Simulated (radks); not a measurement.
Ca5+, configuration [He] 2s1 2p6 3s2 3p4 (not the ground configuration).

Calculated with a radial shooting solver on a logarithmic mesh with Libxc functionals: scalar-relativistic Kohn-Sham, BLYP, spin-polarised, spherical densities, finite nucleus; open shells are filled with parallel spins first; Fermi nuclear charge, rms radius 3.4776 fm.

Energy parts (eV):
part                      energy
total                 -17887.821
kinetic                18012.971
electron-nucleus      -41145.651
Hartree                 6136.221
exchange-correlation    -891.362

Orbitals (lengths in bohr, moments of r in powers of bohr; <r^-3> diverges for s and p1/2):
orbital  occ.  eigenvalue (eV)      <r>  <r^-3>
1s up       1        -4081.215  0.07678       -
1s down     1        -4077.378  0.07679       -
2s up       1        -525.3617   0.3580       -
2s down     0        -519.2071   0.3588       -
2p up       3        -448.5488   0.3199   195.3
2p down     3        -442.6996   0.3203   195.3
3s up       1        -123.7101    1.033       -
3s down     1        -119.7017    1.042       -
3p up       3        -102.8920    1.070   28.52
3p down     1         -99.1391    1.082   28.11

The highest occupied level is 3p down at -99.139 eV. The configuration is held as typed, so some empty levels lie below it. The density falls to 0.001 e/bohr^3 at r = 2.50 bohr. The spin density at the nucleus is 249.8 e/bohr^3 (1s 1.9, 2s 247.4, 3s 0.5). Spin moment in Bohr magnetons: 3. Summed over all electrons, <r^2> = 8.724 bohr^2, which gives a Langevin (diamagnetic) susceptibility term of -6.91 x 10^-6 cm^3/mol. The electron density at the nucleus is 5988 e/bohr^3 (large components only).
